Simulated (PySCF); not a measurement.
Match the calculated data to a structure.

All candidates are C7H16N2Si.

* 1H NMR: chemical shifts (computed TMS as zero) by class: 6.10 (1 H), 5.43 (1 H), 5.30 (1 H), 4.61 (3 H), 3.26 (2 H), 2.68 (4 H), 1.61 (4 H) ppm [GIAO PBE0/pcSseg-1]
* 13C NMR: chemical shifts (computed TMS as zero) by class: 147.6 (1 C), 124.6 (1 C), 60.8 (1 C), 52.3 (2 C), 24.7 (2 C) ppm [GIAO PBE0/pcSseg-1]
* NMR, other nuclei: isotropic shieldings of nuclei other than C and H, by class: 168 (1 N), 190 (1 N), 422 (1 Si) ppm [GIAO PBE0/pcSseg-1]
* Dipole: 0.80 D [PBE0/pcSseg-1]
* Rotational structure: rotational constants A, B, C: 1.310, 0.926, 0.653 GHz [PBE0-D3(BJ)/def2-SVP]

Electronic properties: PySCF, gas phase, density fitting. Levels stand in brackets. Geometry: PBE0-D3(BJ)/def2-SVP, one conformer, isolated molecule. NMR classes are plain means over equivalent atoms (diastereotopic ones count apart unless rotation or inversion swaps them), as if these changed places fast.

Task: Which candidate is it?
A. `C1CCN([C@H]2CCN[SiH2]2)C1`
B. `C=CCN([SiH3])N1CCCC1`
C. `C1CCC([SiH]2NCCN2)C1`

Result: B. It is `C=CCN([SiH3])N1CCCC1`. Numbering: `[CH2:1]=[CH:2][CH2:3][N:4]([SiH3:5])[N:6]1[CH2:7][CH2:8][CH2:9][CH2:10]1`. Its formula, C7H16N2Si, gives 2 degrees of unsaturation: 1 ring and 1 π bond in the structure found. 7 carbons fall into 5 classes; from least to most shielded: alkene CH carbon [C2] (147.6 ppm), terminal =CH2 carbon [C1] (124.6 ppm), chain sp3 carbon bound to nitrogen [C3] (60.8 ppm), ring sp3 carbon bound to nitrogen [C7/C10] (52.3 ppm, 2 C, up to 6.9 ppm apart in this geometry), ring CH2 carbon [C8/C9] (24.7 ppm, 2 C, up to 2.0 ppm apart in this geometry). Hydrogen classes from least to most shielded: 1 H on an alkene CH carbon, C2 (6.10 ppm), 1 H on a terminal =CH2 carbon, C1 (5.43 ppm), 1 H on a terminal =CH2 carbon, C1 (5.30 ppm), 3 H on an SiH3 silicon, Si5 (4.61 ppm, a mean of values up to 0.7 ppm apart in this geometry), 2 H on an sp3 carbon bound to nitrogen, C3 (3.26 ppm), 4 H on 2 like atoms (sp3 carbon bound to nitrogen), C7/C10 (2.68 ppm, a mean of values up to 0.6 ppm apart in this geometry), 4 H on 2 ring CH2 carbons, C8/C9 (1.61 ppm). The other shieldings belong to: 168 ppm, hydrazine nitrogen [N6]; 190 ppm, hydrazine nitrogen [N4]; 422 ppm, SiH3 silicon [Si5]. The optimised geometry has point group C1 and is an asymmetric top.

The others, at the same levels:
- `C1CCN([C@H]2CCN[SiH2]2)C1` fails: its computed 13C shifts are 57.1 (2 C), 52.4 (1 C), 46.9 (1 C), 36.3 (1 C), 25.5 (2 C) ppm, 1H shifts are 4.87 (1 H), 4.84 (1 H), 3.22 (1 H), 3.08 (1 H), 2.44 (2 H), 2.04 (2 H), 1.95 (1 H), 1.83 (1 H), 1.79 (1 H), 1.68 (2 H), 1.64 (2 H), -0.19 (1 H) ppm and rotational constant A is 2.629 GHz (against 1.310 GHz).
- `C1CCC([SiH]2NCCN2)C1` fails: it has 4 carbon classes against 5; its computed 13C shifts are 47.0 (2 C), 31.8 (1 C), 29.3 (2 C), 26.9 (2 C) ppm, 1H shifts are 4.83 (1 H), 3.15 (2 H), 3.14 (2 H), 1.64 (2 H), 1.51 (2 H), 1.49 (2 H), 1.00 (2 H), 0.41 (1 H), 0.06 (2 H) ppm and rotational constant A is 2.870 GHz (against 1.310 GHz).
